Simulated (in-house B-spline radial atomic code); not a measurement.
Results of a calculation; reference values are marked as such.
Two electrons in Si: a Gaussian well −V exp(−r²/w²) with V = 480 meV and w = 24.1 nm

For Si the NSM archive of the Ioffe Institute lists m_l = 0.98 m0, m_t = 0.19 m0 and ε = 11.7; the model takes one isotropic valley with the conductivity mass 3/(1/m_l + 2/m_t) = 0.26 m0, and so misses anisotropy and the other valleys. All triplets below are those of one valley; with several valleys two electrons can form a triplet in the 1s orbital itself, at an energy set by the valley splitting.

Effective-mass model with parabolic bands, a uniform dielectric constant, no image charges, no central-cell or spin-orbit terms. Two-electron levels come from full CI in B-splines with partial waves to l = 5 (up to 0.001 effective hartree above the limit).

**Question.** What are the effective units, and what is the potential in them?

**Answer.** Ha* = 27211.386 meV × 0.26/11.7² = 51.68 meV and a* = 0.0529177 nm × 11.7/0.26 = 2.381 nm. V = 9.28 Ha* and w = 10.1 a*.

In these units the lowest s and p orbitals lie at -8.649411 and -8.235250, and their Coulomb and exchange integrals are J_ss = 0.514057, J_sp = 0.426586 and K_sp = 0.08491. Full CI gives -16.848159 for the ground singlet, -16.559528 for the sp triplet, -16.436368 for the sp singlet and -16.160605 for the lowest triplet of two s orbitals.

**Question.** What does it cost to add the second electron, to first order and exactly?

**Answer.** To first order E = 2ε_s + J_ss = -16.784766, so the charging energy E(2) − 2E(1) is J_ss = 26.57 meV. CI gives -16.848159 − 2 × (-8.649411) = 0.450664, or 23.29 meV: relaxation and correlation lower it by 3.276 meV, 12.3 % of J_ss. The s² configuration of one-electron orbitals holds 94.3 % of the state, and the mean radius is 4.61 nm. The second electron is bound by ε_s − E = 423.7 meV, against 447 meV for the first.

**Question.** How far above the singlet do the triplets lie?

**Answer.** To first order the sp triplet lies at ε_s + ε_p + J_sp − K_sp = -16.542984, which is 12.5 meV above 2ε_s + J_ss. CI gives -16.559528 − (-16.848159) = 0.288631, or 14.92 meV, 70 % of the orbital spacing of 21.41 meV. The ss triplet lies 35.54 meV up, so the lower of the two is the sp one, and its gap equals k_BT at 173 K. The sp singlet-triplet splitting is 6.365 meV, against 2K_sp = 8.777 meV.
